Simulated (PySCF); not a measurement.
C2H5ClF2Si, SMILES CC[Si](F)(F)Cl.

Geometry: r2SCAN-D4/def2-SVP. Other conformers were not sampled.

All values below come from PBE/def2-TZVP in PySCF.

Gas-phase values at a fixed geometry.

Q: Estimate the frontier levels, gap, dipole moment and polarisability. (The exact figures need the calculation; the answer reports its results.)

A: 
```
Quantity                                                                                                        Value
---------------------------------------------------------------------------------------------  ----------------------
highest occupied level                                                                                       -7.93 eV
lowest empty level                                                                                           -0.23 eV
orbital gap                                                                                                   7.69 eV
dipole moment                                                                                                  2.46 D
quadrupole, principal values (traceless, Buckingham form, about the centre of nuclear charge)  -2.56, -1.64, 4.21 D·Å
mean static polarisability                                                                       59.2 bohr³ (8.77 Å³)
polarisability, principal values                                                               51.5, 59.1, 66.9 bohr³
```
